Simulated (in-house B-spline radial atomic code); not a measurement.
A fraction x of an electron is moved 4s → 4p in Rb2+, starting from [Ar] 3d10 4s2 4p5 and keeping the highest spin. Method: scalar-relativistic (X2C) SCAN, spin-polarised, spherical fractional occupations, Fermi nucleus of rms radius 4.2036 fm. Calculated with a B-spline radial code for spherical atoms.

```
    x  E(x) - E(0) (eV)  4s down level (eV)  4p down level (eV)
    0            0.0000             -50.798             -33.568
0.125            2.1529             -50.867             -33.651
 0.25            4.3037             -50.926             -33.729
0.375                 ?                   ?                   ?
  0.5            8.5984             -51.043             -33.883
0.625           10.7420             -51.092             -33.954
 0.75           12.8830             -51.143             -34.025
0.875                 ?                   ?                   ?
    1           17.1571                   -             -34.160
```

(1) What belongs in the row x = 0.375?

(2) What belongs in the row x = 0.875?

(3) Check Janak's theorem between x = 0.125 and 0.25.

Results:

(1) An energy change of 6.4521 eV; 4s down at -50.985 eV, 4p down at -33.807 eV.

(2) An energy change of 15.0214 eV; 4s down at -51.192 eV, 4p down at -34.095 eV.

(3) The slope of the energy is 17.21 eV; the orbital levels give 17.21 eV (ε of the receiving orbital less ε of the emptying one, averaged over the two points).
